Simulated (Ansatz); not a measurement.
```yaml
atoms:
  - { symbol: S, position_ang: [0.0069, 0.0068, -0.3738] }
  - { symbol: O, position_ang: [-0.0053, 1.2583, 0.3746] }
  - { symbol: O, position_ang: [-0.0062, -1.2445, 0.3765] }
```

Basis set: STO-3G (spherical functions). Frozen core: 7 orbitals. Charge 0, multiplicity 1.

Computed with Ansatz (development build ahead of 0.2.0); each method stands on the lowest determinant of its kind that the runs found. Restricted open shells among the atoms or ions are ROHF, correlated in semicanonical orbitals with singles.

Question: Give the atomization energy at this shape (free ground-state atoms in the same class of orbitals less the molecule, no zero-point energy) of singlet SO₂ by RHF-MP2, RHF.

Answer:

```
 method  atomization energy
RHF-MP2             2.19 eV
    RHF            -3.24 eV
```

Caution: no unrestricted run beside it, a lower state can exist; the shape is not the minimum. Caution for RHF: the molecule lies well above its atoms at this level.

This basis has no polarisation functions and is too small for such energies, which can lie far from measured ones in either direction.
